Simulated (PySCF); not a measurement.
ammonia (H3N), singlet, geometry from GFN2-xTB. Base run: HF/def2-TZVP run with PySCF.

The PySCF input:
```python
from pyscf import gto, scf

mol = gto.Mole()
mol.atom = '''
    N    -0.000889    0.002201    0.110024
    H     0.015877    0.938466   -0.275490
    H     0.812490   -0.488757   -0.240501
    H    -0.822147   -0.465118   -0.254176
'''
mol.basis = 'def2-tzvp'
mol.charge = 0
mol.spin = 0
mol.verbose = 4
mol.build()

mf = scf.RHF(mol)
mf.kernel()
mf.analyze()
```

The base run was repeated with changes; each row names its change, and settings that it needs were set with it.

| change | E (Eh) | HOMO (eV) | HOMO-LUMO gap (eV) | dipole (D) | core-seconds (rough) |
|---|---|---|---|---|---|
| base | -56.21829 | -11.57 | 15.07 | 1.71 | 0.4 |
| functional = bhandhlyp | -56.54460 | -9.08 | 10.66 | 1.68 | 2 |
| functional = b97-1 | -56.56206 | -7.22 | 8.21 | 1.65 | 2 |
| functional = tpssh | [?] | [?] | 7.45 | 1.65 | 3 |
| functional = bp86 | -56.58365 | -6.04 | 6.40 | 1.64 | 2 |
| functional = pw6b95 | [?] | [?] | [?] | 1.65 | 2 |
| functional = x3lyp | -56.55684 | -7.34 | 8.01 | 1.66 | 2 |
| functional = r2scan | -56.54559 | -6.27 | 7.48 | 1.66 | 2 |
| functional = scan | -56.55267 | -6.27 | 7.45 | 1.66 | 2 |
| functional = wb97m_v | -56.54812 | -10.02 | 12.47 | 1.66 | 40 |
| functional = blyp; dispersion = d3zero | [?] | [?] | [?] | [?] | 2 |
| functional = mn12l | [?] | [?] | [?] | [?] | 2 |
| functional = b3lyp | -56.58567 | -7.27 | 7.92 | 1.66 | 2 |

### Question
What belongs in the gaps?

### Answer

- functional = tpssh, E (Eh): -56.58081
- functional = tpssh, HOMO (eV): -6.66
- functional = pw6b95, E (Eh): -56.64441
- functional = pw6b95, HOMO (eV): -7.66
- functional = pw6b95, HOMO-LUMO gap (eV): 8.63
- functional = blyp; dispersion = d3zero, E (Eh): -56.55821
- functional = blyp; dispersion = d3zero, HOMO (eV): -5.82
- functional = blyp; dispersion = d3zero, HOMO-LUMO gap (eV): 5.96
- functional = blyp; dispersion = d3zero, dipole (D): 1.62
- functional = mn12l, E (Eh): -56.50393
- functional = mn12l, HOMO (eV): -6.55
- functional = mn12l, HOMO-LUMO gap (eV): 6.82
- functional = mn12l, dipole (D): 1.63

Absolute energies of different levels of theory aren't comparable as measures of quality.
